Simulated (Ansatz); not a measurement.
Relaxation of H2InOSi (5 atoms, charge 0, multiplicity 2), to a largest force component of 0.02 eV/Å in at most 50 steps.

Method: UKS PBE-D4/def2-SVP in Ansatz 0.2.0.

```xyz
5
Properties=species:S:1:pos:R:3
O 0.590 -1.374 0.349
Si -0.932 -1.207 0.176
In 1.767 0.610 0.028
H -1.237 0.243 -0.164
H -0.188 1.728 -0.389
```

**Question.** Where does it end, and by what steps?

**Answer.** The run converged. After 14 steps the energy has fallen by 0.938 eV; H4 moved furthest, 0.69 Å. Parted: Si2–H4 (1.52 → 2.69 Å). Joined: H4–H5 (1.83 → 0.79 Å).

```tsv
step	energy less start (eV)	largest force component (eV/Å)	accepted
0	0.0000	3.444	yes
1	-0.3435	1.824	yes
2	-0.4479	0.302	yes
3	-0.5014	0.792	yes
4	-0.5208	1.516	yes
5	-0.8417	0.953	yes
6	-0.8763	0.532	yes
7	-0.9033	0.454	yes
8	-0.9276	0.277	yes
9	-0.9289	0.302	yes
10	-0.9336	0.243	yes
11	-0.9350	0.203	yes
12	-0.9370	0.105	yes
13	-0.9375	0.033	yes
14	-0.9376	0.011	yes
```

```xyz
5
Properties=species:S:1:pos:R:3
O 0.591 -1.103 0.292
Si -0.913 -1.699 0.283
In 2.127 0.424 0.099
H -1.184 0.914 -0.303
H -0.622 1.464 -0.371
```

Time of the run: 23 s on 2 threads of AMD EPYC 7B13 (Zen 3) (shared host), peak memory 0.18 GiB.
